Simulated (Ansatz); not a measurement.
Consider the ligand exchange at a B–F bond: `FB1O[SiH2]1` + HCl → `ClB1O[SiH2]1` + H–F.

Gas-phase electronic energies from Ansatz, PBE0-D4/def2-TZVP geometries. CCSD(T)/CBS adds triple-zeta CCSD(T) − MP2 to the extrapolated MP2 energy (def2 sets, frozen cores). This one scheme is used for every species. Functionals use def2-TZVPP. B3LYP here is the variant with VWN-RPA as its local correlation; programs differ in this.

```
        level  ΔE (eV)
 CAM-B3LYP-D4     0.58
          PBE     0.46
        B3LYP     0.57
CCSD/def2-SVP     0.59
```

(1) What does CCSD(T)/CBS give? (Best estimate.)

Largest T1 diagnostic among the species: 0.015.

Answers

(1) Ansatz gave: +0.44 eV. The listed levels differ from it by 0.14, 0.02, 0.13, 0.15 eV.

The D4 term adds −0.05 eV with B3LYP and −0.03 eV with PBE0; it sums over pairs of atoms, weighted by their polarisabilities, and B3LYP, whose exchange is more repulsive, gets the larger term. In def2-TZVPP, CCSD(T) changes the Hartree–Fock value by −0.19 eV (the triples alone add −0.04 eV) and MP2 by −0.26 eV. From BLYP to BHLYP (50 % exact exchange), in def2-TZVPP and without D4, ΔE moves by +0.03 eV.
